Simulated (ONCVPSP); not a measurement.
# What one change does to a pseudopotential (beryllium, ONCV)

ONCVPSP 4.0.1 input, shortened (lines: element, Z, core and valence counts, functional; n l f; lmax; l rc ep ncon nbas qcut; lloc lpopt rc5 dvloc0; l nproj debl; icmod fcfact rcfact), PBEsol, scalar-relativistic:

```
  Be 4.00    1    1  -116133      upf
    1    0    2.00
    2    0    2.00
    1
    0    2.05    0.00    4    7    3.30
    1    1.75    0.43    3    7    4.60
    1    5    1.75    0.00
    0    3    0.50
    1    0    3.60
    2    0.70    0.70
```

In the p channel the program set the typed energies aside and used 0.050 Ha.

Change: s: qcut 4.2; p: qcut 5.9.

Cutoffs: the cutoffs (Ha) at which the residual kinetic energy of the hardest occupied pseudo-wave falls to 1 and 0.1 mHa per electron; they do not see the model core or the augmentation charge, which bear on the density cutoff. Errors are all-electron minus pseudo energies relative to the spin-unpolarised reference configuration.

Task: Predict the effect on cutoff, ghosts and configuration errors.

Result: The potential gets neither clearly harder nor softer (5.0 Ha and 20 Ha → 5.7 Ha and 7.8 Ha); the bound ghost in s disappears; of the 4 tests that both files solve, the error grows in 3 and shrinks in 1 by more than 15 % and 0.3 meV (median size 2.2 → 2.5 meV); the range in which the s phases agree narrows (upper end at the end of the scan → 2.8).

| quantity | base | changed |
| --- | --- | --- |
| cutoff, loose | 5.0 Ha | 5.7 Ha |
| cutoff, tight | 20 Ha | 7.8 Ha |
| bound ghosts | s | none |
| GHOST(+) flags under 300 eV | none | none |
| error for 2s1, meV [ΔE 9.46 eV] | +5.7 | +9.0 |
| error for 2s1.5, meV [ΔE 3.72 eV] | +0.9 | +1.3 |
| error for 2s1 2p1, meV [ΔE 3.59 eV] | -1.9 | +0.3 |
| error for 2s0 2p2, meV [ΔE 7.21 eV] | -2.5 | +3.8 |
| s: phases at 2.08 bohr within 0.05 rad from the reference energy up to (Ha; the scan ends near 5) | to the end of the scan | 2.8 |
| p: phases at 1.78 bohr within 0.05 rad from the reference energy up to (Ha; the scan ends near 5) | 1.8 | 2.1 |
| rms error of d²Exc/dni dnj with the model core, mHa | 0.67 | 1.02 |

 A true bound ghost makes a file unfit for plane-wave use even where its test errors are small: the radial tests pick states by their node count and pass the ghost by.
